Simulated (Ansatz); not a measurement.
BH$_{3}$IO (SMILES [OH2+]BI) (charge +1), closed shell: a trajectory.

Input (in.yaml):

```yaml
crystal:
  periodic: [false, false, false]
  atoms:
    - {symbol: O, position_ang: [-0.616280, -0.399020, 0.285800]}
    - {symbol: B, position_ang: [0.624370, 0.149180, -0.118600]}
    - {symbol: I, position_ang: [0.570930, 1.860370, -1.263500]}
    - {symbol: H, position_ang: [-1.467100, 0.013560, 0.033000]}
    - {symbol: H, position_ang: [-0.690830, -1.204830, 0.829490]}
    - {symbol: H, position_ang: [1.578920, -0.419260, 0.233810]}
basis:
  gaussian: {orbitals: def2-SVP}
total_charge: 1
hamiltonian: {xc: pbe0, dispersion: d4}
md: {n_steps: 80, timestep: 0.25, temperature: 100, ensemble: nve, seed: 881, initial_velocities: maxwell_boltzmann}
```

Launched with

```bash
ansatz run in.yaml --threads 2 --pin off --events-out ev --progress --plain --max-ram 3481MiB
```

Output of Ansatz 0.2.0:

```
Functional definition: PBE0
  name "PBE0"
  cite "Adamo & Barone, J. Chem. Phys. 110, 6158 (1999) doi:10.1063/1.478522"
  cite "Perdew, Burke & Ernzerhof, Phys. Rev. Lett. 77, 3865 (1996) doi:10.1103/PhysRevLett.77.3865"
  parent pbe
  parameter a = 0.25
  parameter kappa = 0.804
  parameter beta = 0.06672455060314922
  exchange = (1 - a)*pbe_x(kappa = kappa, mu = beta*pi^2/3) + a*exact_x
  correlation = pbe_c(beta = beta)
843 factors; integrals over basis functions are off by at most 2.5e-4 eV
mean field evaluation 1: about -10853.7811 eV, gradient 6.3e1 eV
mean field evaluation 2: about -10846.5915 eV, gradient 8.6e1 eV
mean field evaluation 4: about -10861.0785 eV, gradient 1.7e0 eV
mean field evaluation 8: about -10861.1246 eV, gradient 2.2e-1 eV
mean field evaluation 16: about -10861.1248 eV, gradient 7.3e-5 eV
mean field -10861.12478774 eV, -399.1389740147 hartree, gradient 7.3e-5 eV, S^2 0.000000; 0 other end points of the search recorded, 0 dependent functions left out
the calculation of the forces begins
reference -10861.12480819 eV, -399.1389747661 hartree; 20, 20 occupied and 49, 49 virtual orbitals, 843 factors
md step     0: t =     0.00 fs  T =   100.0 K  F+E_penalty+E_count = -10861.19691497 eV  E_kin = 0.051704 eV  conserved = -10861.14521097 eV  (25 SCF iters)
md step     1: t =     0.25 fs  T =   103.5 K  F+E_penalty+E_count = -10861.19871419 eV  E_kin = 0.053501 eV  conserved = -10861.14521359 eV  (22 SCF iters)
md step     2: t =     0.50 fs  T =   106.6 K  F+E_penalty+E_count = -10861.20034455 eV  E_kin = 0.055131 eV  conserved = -10861.14521393 eV  (22 SCF iters)
md step     3: t =     0.75 fs  T =   109.4 K  F+E_penalty+E_count = -10861.20179887 eV  E_kin = 0.056587 eV  conserved = -10861.14521210 eV  (22 SCF iters)
md step     4: t =     1.00 fs  T =   112.0 K  F+E_penalty+E_count = -10861.20310299 eV  E_kin = 0.057894 eV  conserved = -10861.14520891 eV  (22 SCF iters)
md step     5: t =     1.25 fs  T =   114.3 K  F+E_penalty+E_count = -10861.20430653 eV  E_kin = 0.059102 eV  conserved = -10861.14520475 eV  (22 SCF iters)
md step     6: t =     1.50 fs  T =   116.6 K  F+E_penalty+E_count = -10861.20547343 eV  E_kin = 0.060273 eV  conserved = -10861.14520048 eV  (22 SCF iters)
md step     7: t =     1.75 fs  T =   118.9 K  F+E_penalty+E_count = -10861.20667020 eV  E_kin = 0.061473 eV  conserved = -10861.14519672 eV  (23 SCF iters)
md step     8: t =     2.00 fs  T =   121.4 K  F+E_penalty+E_count = -10861.20795552 eV  E_kin = 0.062761 eV  conserved = -10861.14519402 eV  (22 SCF iters)
md step     9: t =     2.25 fs  T =   124.1 K  F+E_penalty+E_count = -10861.20937108 eV  E_kin = 0.064178 eV  conserved = -10861.14519282 eV  (22 SCF iters)
md step    10: t =     2.50 fs  T =   127.1 K  F+E_penalty+E_count = -10861.21093454 eV  E_kin = 0.065741 eV  conserved = -10861.14519338 eV  (22 SCF iters)
md step    11: t =     2.75 fs  T =   130.4 K  F+E_penalty+E_count = -10861.21263504 eV  E_kin = 0.067439 eV  conserved = -10861.14519581 eV  (23 SCF iters)
md step    12: t =     3.00 fs  T =   133.9 K  F+E_penalty+E_count = -10861.21443128 eV  E_kin = 0.069231 eV  conserved = -10861.14520001 eV  (22 SCF iters)
md step    13: t =     3.25 fs  T =   137.4 K  F+E_penalty+E_count = -10861.21625298 eV  E_kin = 0.071047 eV  conserved = -10861.14520582 eV  (23 SCF iters)
md step    14: t =     3.50 fs  T =   140.8 K  F+E_penalty+E_count = -10861.21800452 eV  E_kin = 0.072792 eV  conserved = -10861.14521279 eV  (24 SCF iters)
md step    15: t =     3.75 fs  T =   143.8 K  F+E_penalty+E_count = -10861.21957228 eV  E_kin = 0.074352 eV  conserved = -10861.14522030 eV  (24 SCF iters)
md step    16: t =     4.00 fs  T =   146.2 K  F+E_penalty+E_count = -10861.22083429 eV  E_kin = 0.075607 eV  conserved = -10861.14522763 eV  (24 SCF iters)
md step    17: t =     4.25 fs  T =   147.8 K  F+E_penalty+E_count = -10861.22167224 eV  E_kin = 0.076438 eV  conserved = -10861.14523394 eV  (24 SCF iters)
md step    18: t =     4.50 fs  T =   148.4 K  F+E_penalty+E_count = -10861.22198500 eV  E_kin = 0.076747 eV  conserved = -10861.14523840 eV  (24 SCF iters)
md step    19: t =     4.75 fs  T =   147.9 K  F+E_penalty+E_count = -10861.22170224 eV  E_kin = 0.076462 eV  conserved = -10861.14524014 eV  (24 SCF iters)
md step    20: t =     5.00 fs  T =   146.1 K  F+E_penalty+E_count = -10861.22079714 eV  E_kin = 0.075559 eV  conserved = -10861.14523860 eV  (24 SCF iters)
md step    21: t =     5.25 fs  T =   143.2 K  F+E_penalty+E_count = -10861.21929560 eV  E_kin = 0.074062 eV  conserved = -10861.14523348 eV  (26 SCF iters)
md step    22: t =     5.50 fs  T =   139.4 K  F+E_penalty+E_count = -10861.21728055 eV  E_kin = 0.072056 eV  conserved = -10861.14522491 eV  (24 SCF iters)
md step    23: t =     5.75 fs  T =   134.8 K  F+E_penalty+E_count = -10861.21488953 eV  E_kin = 0.069676 eV  conserved = -10861.14521349 eV  (24 SCF iters)
md step    24: t =     6.00 fs  T =   129.8 K  F+E_penalty+E_count = -10861.21230451 eV  E_kin = 0.067104 eV  conserved = -10861.14520017 eV  (24 SCF iters)
md step    25: t =     6.25 fs  T =   124.8 K  F+E_penalty+E_count = -10861.20973483 eV  E_kin = 0.064548 eV  conserved = -10861.14518675 eV  (24 SCF iters)
md step    26: t =     6.50 fs  T =   120.3 K  F+E_penalty+E_count = -10861.20739262 eV  E_kin = 0.062218 eV  conserved = -10861.14517478 eV  (24 SCF iters)
md step    27: t =     6.75 fs  T =   116.6 K  F+E_penalty+E_count = -10861.20546646 eV  E_kin = 0.060301 eV  conserved = -10861.14516594 eV  (23 SCF iters)
md step    28: t =     7.00 fs  T =   114.0 K  F+E_penalty+E_count = -10861.20409499 eV  E_kin = 0.058933 eV  conserved = -10861.14516159 eV  (22 SCF iters)
md step    29: t =     7.25 fs  T =   112.5 K  F+E_penalty+E_count = -10861.20334557 eV  E_kin = 0.058183 eV  conserved = -10861.14516254 eV  (22 SCF iters)
md step    30: t =     7.50 fs  T =   112.2 K  F+E_penalty+E_count = -10861.20320178 eV  E_kin = 0.058033 eV  conserved = -10861.14516887 eV  (22 SCF iters)
md step    31: t =     7.75 fs  T =   112.9 K  F+E_penalty+E_count = -10861.20356219 eV  E_kin = 0.058382 eV  conserved = -10861.14517991 eV  (23 SCF iters)
md step    32: t =     8.00 fs  T =   114.2 K  F+E_penalty+E_count = -10861.20425099 eV  E_kin = 0.059057 eV  conserved = -10861.14519429 eV  (22 SCF iters)
md step    33: t =     8.25 fs  T =   115.7 K  F+E_penalty+E_count = -10861.20503926 eV  E_kin = 0.059829 eV  conserved = -10861.14521025 eV  (22 SCF iters)
md step    34: t =     8.50 fs  T =   116.9 K  F+E_penalty+E_count = -10861.20567303 eV  E_kin = 0.060447 eV  conserved = -10861.14522580 eV  (22 SCF iters)
md step    35: t =     8.75 fs  T =   117.3 K  F+E_penalty+E_count = -10861.20590464 eV  E_kin = 0.060666 eV  conserved = -10861.14523904 eV  (22 SCF iters)
md step    36: t =     9.00 fs  T =   116.6 K  F+E_penalty+E_count = -10861.20552234 eV  E_kin = 0.060274 eV  conserved = -10861.14524847 eV  (22 SCF iters)
md step    37: t =     9.25 fs  T =   114.3 K  F+E_penalty+E_count = -10861.20437455 eV  E_kin = 0.059121 eV  conserved = -10861.14525306 eV  (22 SCF iters)
md step    38: t =     9.50 fs  T =   110.5 K  F+E_penalty+E_count = -10861.20238611 eV  E_kin = 0.057134 eV  conserved = -10861.14525239 eV  (22 SCF iters)
md step    39: t =     9.75 fs  T =   105.1 K  F+E_penalty+E_count = -10861.19956527 eV  E_kin = 0.054319 eV  conserved = -10861.14524662 eV  (22 SCF iters)
md step    40: t =    10.00 fs  T =    98.2 K  F+E_penalty+E_count = -10861.19600143 eV  E_kin = 0.050765 eV  conserved = -10861.14523643 eV  (22 SCF iters)
md step    41: t =    10.25 fs  T =    90.2 K  F+E_penalty+E_count = -10861.19185472 eV  E_kin = 0.046632 eV  conserved = -10861.14522283 eV  (22 SCF iters)
md step    42: t =    10.50 fs  T =    81.5 K  F+E_penalty+E_count = -10861.18733940 eV  E_kin = 0.042132 eV  conserved = -10861.14520722 eV  (22 SCF iters)
md step    43: t =    10.75 fs  T =    72.6 K  F+E_penalty+E_count = -10861.18270269 eV  E_kin = 0.037512 eV  conserved = -10861.14519104 eV  (22 SCF iters)
md step    44: t =    11.00 fs  T =    63.9 K  F+E_penalty+E_count = -10861.17820172 eV  E_kin = 0.033026 eV  conserved = -10861.14517568 eV  (22 SCF iters)
md step    45: t =    11.25 fs  T =    55.9 K  F+E_penalty+E_count = -10861.17408046 eV  E_kin = 0.028918 eV  conserved = -10861.14516241 eV  (26 SCF iters)
md step    46: t =    11.50 fs  T =    49.1 K  F+E_penalty+E_count = -10861.17054861 eV  E_kin = 0.025396 eV  conserved = -10861.14515250 eV  (23 SCF iters)
md step    47: t =    11.75 fs  T =    43.7 K  F+E_penalty+E_count = -10861.16776343 eV  E_kin = 0.022617 eV  conserved = -10861.14514673 eV  (23 SCF iters)
md step    48: t =    12.00 fs  T =    40.0 K  F+E_penalty+E_count = -10861.16581686 eV  E_kin = 0.020671 eV  conserved = -10861.14514549 eV  (24 SCF iters)
md step    49: t =    12.25 fs  T =    37.9 K  F+E_penalty+E_count = -10861.16472837 eV  E_kin = 0.019580 eV  conserved = -10861.14514886 eV  (22 SCF iters)
md step    50: t =    12.50 fs  T =    37.3 K  F+E_penalty+E_count = -10861.16444418 eV  E_kin = 0.019288 eV  conserved = -10861.14515654 eV  (24 SCF iters)
md step    51: t =    12.75 fs  T =    38.1 K  F+E_penalty+E_count = -10861.16484295 eV  E_kin = 0.019675 eV  conserved = -10861.14516766 eV  (23 SCF iters)
md step    52: t =    13.00 fs  T =    39.8 K  F+E_penalty+E_count = -10861.16574852 eV  E_kin = 0.020567 eV  conserved = -10861.14518113 eV  (23 SCF iters)
md step    53: t =    13.25 fs  T =    42.1 K  F+E_penalty+E_count = -10861.16694771 eV  E_kin = 0.021752 eV  conserved = -10861.14519557 eV  (23 SCF iters)
md step    54: t =    13.50 fs  T =    44.5 K  F+E_penalty+E_count = -10861.16821261 eV  E_kin = 0.023003 eV  conserved = -10861.14520943 eV  (24 SCF iters)
md step    55: t =    13.75 fs  T =    46.6 K  F+E_penalty+E_count = -10861.16932508 eV  E_kin = 0.024104 eV  conserved = -10861.14522117 eV  (24 SCF iters)
md step    56: t =    14.00 fs  T =    48.1 K  F+E_penalty+E_count = -10861.17010106 eV  E_kin = 0.024872 eV  conserved = -10861.14522945 eV  (23 SCF iters)
md step    57: t =    14.25 fs  T =    48.7 K  F+E_penalty+E_count = -10861.17041183 eV  E_kin = 0.025179 eV  conserved = -10861.14523325 eV  (23 SCF iters)
md step    58: t =    14.50 fs  T =    48.3 K  F+E_penalty+E_count = -10861.17019947 eV  E_kin = 0.024967 eV  conserved = -10861.14523210 eV  (22 SCF iters)
md step    59: t =    14.75 fs  T =    46.9 K  F+E_penalty+E_count = -10861.16948413 eV  E_kin = 0.024258 eV  conserved = -10861.14522615 eV  (23 SCF iters)
md step    60: t =    15.00 fs  T =    44.8 K  F+E_penalty+E_count = -10861.16836143 eV  E_kin = 0.023145 eV  conserved = -10861.14521612 eV  (22 SCF iters)
md step    61: t =    15.25 fs  T =    42.1 K  F+E_penalty+E_count = -10861.16699008 eV  E_kin = 0.021787 eV  conserved = -10861.14520348 eV  (22 SCF iters)
md step    62: t =    15.50 fs  T =    39.4 K  F+E_penalty+E_count = -10861.16557015 eV  E_kin = 0.020380 eV  conserved = -10861.14518991 eV  (24 SCF iters)
md step    63: t =    15.75 fs  T =    37.0 K  F+E_penalty+E_count = -10861.16431584 eV  E_kin = 0.019139 eV  conserved = -10861.14517729 eV  (23 SCF iters)
md step    64: t =    16.00 fs  T =    35.3 K  F+E_penalty+E_count = -10861.16342614 eV  E_kin = 0.018259 eV  conserved = -10861.14516731 eV  (24 SCF iters)
md step    65: t =    16.25 fs  T =    34.6 K  F+E_penalty+E_count = -10861.16305828 eV  E_kin = 0.017897 eV  conserved = -10861.14516122 eV  (24 SCF iters)
md step    66: t =    16.50 fs  T =    35.1 K  F+E_penalty+E_count = -10861.16330808 eV  E_kin = 0.018148 eV  conserved = -10861.14515963 eV  (23 SCF iters)
md step    67: t =    16.75 fs  T =    36.8 K  F+E_penalty+E_count = -10861.16420040 eV  E_kin = 0.019038 eV  conserved = -10861.14516244 eV  (24 SCF iters)
md step    68: t =    17.00 fs  T =    39.7 K  F+E_penalty+E_count = -10861.16569077 eV  E_kin = 0.020522 eV  conserved = -10861.14516887 eV  (26 SCF iters)
md step    69: t =    17.25 fs  T =    43.5 K  F+E_penalty+E_count = -10861.16767716 eV  E_kin = 0.022499 eV  conserved = -10861.14517767 eV  (23 SCF iters)
md step    70: t =    17.50 fs  T =    48.0 K  F+E_penalty+E_count = -10861.17001943 eV  E_kin = 0.024832 eV  conserved = -10861.14518738 eV  (24 SCF iters)
md step    71: t =    17.75 fs  T =    52.9 K  F+E_penalty+E_count = -10861.17256239 eV  E_kin = 0.027366 eV  conserved = -10861.14519656 eV  (23 SCF iters)
md step    72: t =    18.00 fs  T =    57.9 K  F+E_penalty+E_count = -10861.17515860 eV  E_kin = 0.029955 eV  conserved = -10861.14520408 eV  (23 SCF iters)
md step    73: t =    18.25 fs  T =    62.8 K  F+E_penalty+E_count = -10861.17768718 eV  E_kin = 0.032478 eV  conserved = -10861.14520899 eV  (23 SCF iters)
md step    74: t =    18.50 fs  T =    67.4 K  F+E_penalty+E_count = -10861.18006705 eV  E_kin = 0.034856 eV  conserved = -10861.14521102 eV  (24 SCF iters)
md step    75: t =    18.75 fs  T =    71.7 K  F+E_penalty+E_count = -10861.18226240 eV  E_kin = 0.037052 eV  conserved = -10861.14521027 eV  (23 SCF iters)
md step    76: t =    19.00 fs  T =    75.6 K  F+E_penalty+E_count = -10861.18428158 eV  E_kin = 0.039074 eV  conserved = -10861.14520730 eV  (24 SCF iters)
md step    77: t =    19.25 fs  T =    79.2 K  F+E_penalty+E_count = -10861.18616967 eV  E_kin = 0.040967 eV  conserved = -10861.14520270 eV  (24 SCF iters)
md step    78: t =    19.50 fs  T =    82.8 K  F+E_penalty+E_count = -10861.18799760 eV  E_kin = 0.042800 eV  conserved = -10861.14519739 eV  (23 SCF iters)
md step    79: t =    19.75 fs  T =    86.4 K  F+E_penalty+E_count = -10861.18984836 eV  E_kin = 0.044656 eV  conserved = -10861.14519226 eV  (23 SCF iters)
md step    80: t =    20.00 fs  T =    90.2 K  F+E_penalty+E_count = -10861.19180304 eV  E_kin = 0.046615 eV  conserved = -10861.14518809 eV  (26 SCF iters)
Total energy: -10861.19182366 eV, -399.1414375392 hartree
Atom 0 at    -0.638070    -0.382592     0.290366 Å, force     0.175463    -0.579806     0.112785 eV/Å
Atom 1 at     0.687712     0.184085    -0.134923 Å, force    -0.500857    -0.932639     0.572193 eV/Å
Atom 2 at     0.568701     1.856871    -1.261830 Å, force     0.160134     0.493137    -0.286822 eV/Å
Atom 3 at    -1.504570    -0.001677     0.023541 Å, force     0.252506    -0.037777     0.029497 eV/Å
Atom 4 at    -0.713548    -1.291619     0.684986 Å, force     0.092525     0.709875    -0.217299 eV/Å
Atom 5 at     1.586245    -0.511757     0.280150 Å, force    -0.179770     0.347209    -0.210353 eV/Å
Dipole moment:    -0.833838    -1.351500     0.834025 e Å

[the SCF lines of later steps are left out]
```

The run took about 100 s on 2 CPU threads of an Arm Neoverse V1 (shared host).
